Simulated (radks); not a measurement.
The numbers below are computed, except where a source is named.
Excited configurations of the cadmium ion Cd+: one electron is placed in a higher orbital outside [Kr] 4d10. The ground configuration is [Kr] 4d10 5s1. Level of theory: Dirac Kohn-Sham, LDA (Slater exchange, Perdew-Wang correlation), spin-unpolarised, spherical densities, finite nucleus; open shells fill j = l - 1/2 first; Fermi nuclear charge, rms radius 4.6087 fm (a radial shooting solver on a logarithmic mesh with Libxc functionals). Excitation = E - E(ground); binding = E(ion) - E, where the ion is the core of charge +2; n* = 2/sqrt(2 binding) in atomic units, and the quantum defect is n - n*.

[
 {"outer orbital": "5f5/2", "excitation (eV)": "15.168", "binding (eV)": "2.346", "quantum defect": "0.184", "<r> (bohr)": "14.89"},
 {"outer orbital": "6f5/2", "excitation (eV)": "15.842", "binding (eV)": "1.673", "quantum defect": "0.296", "<r> (bohr)": "22.47"},
 {"outer orbital": "7p1/2", "excitation (eV)": "14.286", "binding (eV)": "3.229", "quantum defect": "2.894", "<r> (bohr)": "12.69"},
 {"outer orbital": "7d3/2", "excitation (eV)": "15.236", "binding (eV)": "2.279", "quantum defect": "2.113", "<r> (bohr)": "17.30"},
 {"outer orbital": "7f5/2", "excitation (eV)": "16.266", "binding (eV)": "1.249", "quantum defect": "0.398", "<r> (bohr)": "31.46"}
]

The Delta-SCF ionisation energy is 17.514 eV (NIST Atomic Spectra Database: 16.908 eV, measured). Self-interaction in the functional shifts the binding energies and quantum defects, so they are the method's values and not measured ones. Spin polarisation and multiplet splitting are left out, so open shells lie too high by an amount that depends on their filling.

Beside tabulated values, note that spin-unpolarised runs miss the spin-polarisation part of the exchange energy of open shells.
